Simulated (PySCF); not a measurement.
Geometry (Å), atoms numbered from 1 in this order:
```xyz
16

C    -2.964   -0.075   -0.011
C    -1.463   -0.049    0.089
C    -0.732   -0.944   -0.672
P     0.987   -1.152   -0.771
C     1.643    0.029    0.321
Si    3.538    0.114    0.450
P     0.773    1.161    1.315
C    -0.896    0.867    0.962
H    -3.381   -0.615    0.840
H    -3.368    0.935    0.004
H    -3.289   -0.572   -0.922
H    -1.291   -1.620   -1.312
H     4.101   -0.892   -0.452
H     3.934   -0.144    1.837
H     3.978    1.459    0.069
H    -1.580    1.509    1.509
```

PySCF 2.14 calculation with geometry: GFN2-xTB and σ from GIAO-PBE0/pcSseg-1; single conformer, one averaged value for each set of equivalent atoms, non-relativistic, no solvent.

**Question.** List the cross peaks expected in HSQC, COSY and HMBC spectra.

**Answer.** 

HSQC (one-bond C–H):
```tsv
δH	δC
9.21 (H12/H16)	162.0 (C3/C8)
2.75 (H9/H10/H11)	31.2 (C1)
```

HMBC (two and three bonds, from the bond graph):
```tsv
δH	δC
9.21 (H12/H16)	198.5 (C5), 162.0 (C3/C8), 145.0 (C2), 31.2 (C1)
5.00 (H13/H14/H15)	198.5 (C5)
2.75 (H9/H10/H11)	162.0 (C3/C8), 145.0 (C2)
```

No COSY cross peaks are expected.

δ = σ(ref) − σ, references computed at the same level: TMS for 1H, 13C.

Short H···H contacts in this conformer between protons four or more bonds apart (candidates for NOE cross peaks, intensity ∝ r⁻⁶): H11···H12 2.29 Å.

Shifts are as computed. Against solution values, carbons near 30 ppm lie about +3 ppm off and those near 130 ppm about +5 ppm. Of 1211 compounds with measured shifts, 218 miss one by over three times the rms of a fit or turn the order of signals round; such compounds aren't used in these exercises.
